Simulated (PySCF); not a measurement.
## Which basis set comes closest?

Molecule: CH2=CFCOOEt (C=C(F)C(=O)OCC, C₅H₇FO₂).

Molfile (atoms numbered from 1):
```
C5H7FO2
     RDKit          3D

 15 14  0  0  0  0  0  0  0  0999 V2000
    3.2671    0.1978    0.1951 C   0  0  0  0  0  0  0  0  0  0  0  0
    2.0145    0.4626   -0.1673 C   0  0  0  0  0  0  0  0  0  0  0  0
    1.7172    1.3722   -1.0869 F   0  0  0  0  0  0  0  0  0  0  0  0
    0.8443   -0.2433    0.4365 C   0  0  0  0  0  0  0  0  0  0  0  0
    0.9474   -1.0973    1.2792 O   0  0  0  0  0  0  0  0  0  0  0  0
   -0.3053    0.1903   -0.0657 O   0  0  0  0  0  0  0  0  0  0  0  0
   -1.4859   -0.4247    0.4515 C   0  0  0  0  0  0  0  0  0  0  0  0
   -2.6712    0.1780   -0.2543 C   0  0  0  0  0  0  0  0  0  0  0  0
    3.4383   -0.5621    0.9571 H   0  0  0  0  0  0  0  0  0  0  0  0
    4.1065    0.7259   -0.2588 H   0  0  0  0  0  0  0  0  0  0  0  0
   -1.4161   -1.5133    0.2957 H   0  0  0  0  0  0  0  0  0  0  0  0
   -1.5215   -0.2619    1.5408 H   0  0  0  0  0  0  0  0  0  0  0  0
   -2.7177    1.2638   -0.0862 H   0  0  0  0  0  0  0  0  0  0  0  0
   -2.6145   -0.0002   -1.3380 H   0  0  0  0  0  0  0  0  0  0  0  0
   -3.6012   -0.2714    0.1228 H   0  0  0  0  0  0  0  0  0  0  0  0
  1  2  2  0
  2  3  1  0
  2  4  1  0
  4  5  2  0
  4  6  1  0
  6  7  1  0
  7  8  1  0
  1  9  1  0
  1 10  1  0
  7 11  1  0
  7 12  1  0
  8 13  1  0
  8 14  1  0
  8 15  1  0
M  END
```

Geometry PBE0-D3(BJ)/def2-SVP throughout; GIAO in PySCF 2.14, gas phase, one conformer, non-relativistic; equivalent atoms averaged; functional PBE0.

Reference values (measured; G. Saielli, R. Bini, A. Bagno, Computational 19F NMR. 2. Organic compounds, RSC Adv. 2014, ESI (exp. from Berger-Braun-Kalinowski 1994 and Everett 1995)): δ(F3) = -117.6 ppm vs CFCl3. Computed shifts are taken against CFCl3, calculated as an isolated molecule at each level.

**Question.** How do the basis sets STO-3G, pcSseg-0, 6-31G, 6-31G*, cc-pVDZ, def2-SVP, pcSseg-1, aug-cc-pVDZ, 6-311+G(2d,p), def2-TZVP perform against the reference? Times are CPU seconds on shared hosts with different chips, so compare them loosely.

**Answer.** 
```csv
basis set,functions,F3,abs. error F,core-s
STO-3G,47,-24.6,93.0,3.9
pcSseg-0,86,-111.4,6.2,7.6
6-31G,86,-123.1,5.5,7.5
6-31G*,126,-112.8,4.8,12
cc-pVDZ,147,-106.9,10.7,16
def2-SVP,147,-98.2,19.4,15
pcSseg-1,171,-117.5,0.1,18
aug-cc-pVDZ,247,-116.7,0.9,35
"6-311+G(2d,p)",258,-122.5,4.9,32
def2-TZVP,290,-118.5,0.9,45
```

For 19F the closest is pcSseg-1 (0.1 ppm) and the furthest STO-3G (93.0 ppm). Where a smaller basis beats a larger one, errors probably cancel. One molecule is a small sample, and vibrational and solvent effects are absent from the calculation.

A small basis that lands close on one nucleus may do so by chance; judge by the trend and by all nuclei.
